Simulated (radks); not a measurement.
Spin polarisation of the 3d2 shell in the vanadium ion V3+. Start: [Ar] 3d(up 1, down 1); electrons of 3d are moved from spin down to spin up, other shells keep equal spins. All-electron calculation, non-relativistic Kohn-Sham, PBEsol, spin-polarised, spherical densities, point nucleus. Program: a radial shooting solver on a logarithmic mesh with Libxc functionals.

\begin{tabular}{lrrrrr}
moment (Bohr magnetons) & E - E(0) (eV) & e(3d up) (eV) & e(3d down) (eV) & 3p down minus up (eV) & 3s down minus up (eV) \\ \hline
0 & 0.000 & -37.116 & -37.116 & 0.000 & 0.000 \\
0.5 & -0.067 & -37.375 & -36.837 & 0.559 & 0.566 \\
1 & -0.269 & -37.615 & -36.537 & 1.119 & 1.132 \\
1.5 & -0.606 & -37.836 & -36.217 & 1.680 & 1.700 \\
2 & -1.080 & -38.040 & -35.871 & 2.245 & 2.271 \\
\end{tabular}

At moment 2 the spin-polarisation energy is -1.080 eV and the 3d exchange splitting 2.169 eV, that is 1.084 eV per Bohr magneton; E = -I m^2/4 would give I = 1.080 eV.
